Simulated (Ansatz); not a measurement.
Calculation: frozen-core CCSD(T)/cc-pVTZ // PBE0-D4/def2-TZVP run with Ansatz (a quantum-chemistry and plane-wave program).

Ansatz 0.2 input:
```yaml
crystal:
  periodic: [false, false, false]
  atoms:
    - { symbol: C, position_ang: [-1.134602, -0.505993, -0.107023] }
    - { symbol: C, position_ang: [-0.243033, 0.717115, 0.066125] }
    - { symbol: B, position_ang: [1.304493, 0.459441, 0.109972] }
    - { symbol: O, position_ang: [1.851902, -0.774171, 0.002058] }
    - { symbol: H, position_ang: [-2.19449, -0.24373, -0.127961] }
    - { symbol: H, position_ang: [-1.002694, -1.221097, 0.711677] }
    - { symbol: H, position_ang: [-0.92126, -1.031986, -1.043435] }
    - { symbol: H, position_ang: [-0.510177, 1.262082, 0.981751] }
    - { symbol: H, position_ang: [-0.430568, 1.446798, -0.733341] }
    - { symbol: H, position_ang: [2.087332, 1.359812, 0.243849] }
    - { symbol: H, position_ang: [1.193098, -1.46827, -0.103671] }
basis:
  gaussian: { orbitals: cc-pVTZ }
correlation:
  method: ccsd_t
```

Output:

```
Functional definition: HF
1239 factors; integrals over basis functions are off by at most 1.1e-3 eV
mean field evaluation 1: about -4880.1974 eV, gradient 4.0e1 eV
mean field evaluation 2: about -4880.1968 eV, gradient 4.0e1 eV
mean field evaluation 4: about -4883.8210 eV, gradient 4.0e0 eV
mean field evaluation 8: about -4883.8723 eV, gradient 2.8e-4 eV
mean field evaluation 16: about -4883.8740 eV, gradient 2.5e-1 eV
mean field -4883.87226365 eV, -179.4789952815 hartree, gradient 1.7e-6 eV, S^2 0.000000; 0 other end points of the search recorded, 0 dependent functions left out
4 core orbitals not correlated
reference -4883.87226365 eV, -179.4789952815 hartree; 12, 12 occupied and 202, 202 virtual orbitals, 1239 factors
second order -19.06962306 eV of doubles, -0.00000000 eV of singles
cycle   1  -19.55757278 eV  change   -4.9e-1 eV  update   8.7e-2
cycle   2  -19.99710536 eV  change   -4.4e-1 eV  update   2.5e-2
cycle   3  -20.08933523 eV  change   -9.2e-2 eV  update   1.3e-2
cycle   4  -20.08068325 eV  change    8.7e-3 eV  update   3.4e-3
cycle   5  -20.08065984 eV  change    2.3e-5 eV  update   1.7e-3
cycle   6  -20.08087147 eV  change   -2.1e-4 eV  update   4.6e-4
cycle   7  -20.08065797 eV  change    2.1e-4 eV  update   1.5e-4
cycle   8  -20.08064560 eV  change    1.2e-5 eV  update   4.6e-5
cycle   9  -20.08065894 eV  change   -1.3e-5 eV  update   1.3e-5
perturbative correction -0.73898915 eV, -0.0271573503 hartree
Total energy: -4904.69191173 eV, -180.2441032365 hartree
```

Cost: around 80 core-seconds (rough).
